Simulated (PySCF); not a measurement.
Species: C6H12O2.
SMILES: `C=CCC(OC)OC`

Vertical excitations from PySCF (density fitting, frozen core in the response, grid level 2 and gas phase unless stated; continuum runs use non-equilibrium linear response for the excitations) on a GFN2-xTB geometry. Reference run:

```tsv
settings	S1, eV (f)	S2, eV (f)	S3, eV (f)	S4, eV (f)	S5, eV (f)	S6, eV (f)	T1, eV (Tamm–Dancoff)	mean α (au)
PBE0/def2-SVPD, full TDDFT, 6 singlets	6.81 (0.107)	7.01 (0.028)	7.28 (0.042)	7.38 (0.004)	7.52 (0.011)	7.63 (0.010)	4.45	84.4
```

Problem. What do these settings give: (1) LDA/6-31G, TDA, 6 singlets; (2) PBE0/pcSseg-0, full TDDFT, 6 singlets?

Solution. 
| settings | S1, eV (f) | S2, eV (f) | S3, eV (f) | S4, eV (f) | S5, eV (f) | S6, eV (f) | T1, eV (Tamm–Dancoff) | mean α (au) |
| --- | --- | --- | --- | --- | --- | --- | --- | --- |
| LDA/6-31G, TDA, 6 singlets | 5.46 (0.028) | 5.79 (0.009) | 6.96 (0.002) | 7.13 (0.017) | 7.20 (0.039) | 7.52 (0.015) | – | 71.2 |
| PBE0/pcSseg-0, full TDDFT, 6 singlets | 6.98 (0.062) | 7.39 (0.033) | 8.07 (0.039) | 8.27 (0.330) | 8.44 (0.000) | 8.53 (0.053) | 4.59 | 65.8 |

(1) S1 moves by -1.35 eV; functional, basis and response scheme change together, so the shift can't be laid on one. (2) S1 moves by +0.17 eV. States are counted by energy in each run and needn't keep their character from row to row.

Problem. Which orbital pairs make up S1 in each run, and how does it sit against the orbital gap?

Solution. 
```json
{"settings": "PBE0/def2-SVPD, full TDDFT, 6 singlets", "S1 configurations (weight)": "H→L 0.74, H−1→L 0.22", "S1 (eV)": "6.81", "orbital gap (eV)": "7.62", "S1 − gap (eV)": "-0.81"}
{"settings": "LDA/6-31G, TDA, 6 singlets", "S1 configurations (weight)": "H→L 0.83, H−1→L 0.11", "S1 (eV)": "5.46", "orbital gap (eV)": "5.31", "S1 − gap (eV)": "+0.15"}
{"settings": "PBE0/pcSseg-0, full TDDFT, 6 singlets", "S1 configurations (weight)": "H→L 0.77, H−1→L 0.18", "S1 (eV)": "6.98", "orbital gap (eV)": "7.85", "S1 − gap (eV)": "-0.87"}
```

Shape of the structure used: `[CH2:1]=[CH:2][CH2:3][CH:4]([O:5][CH3:6])[O:7][CH3:8]`: C1–C2–C3–C4 118°, C2–C3–C4–O5 -168°, C3–C4–O5–C6 88°, C3–C4–O7–C8 -174°.

One conformer stands for the species.
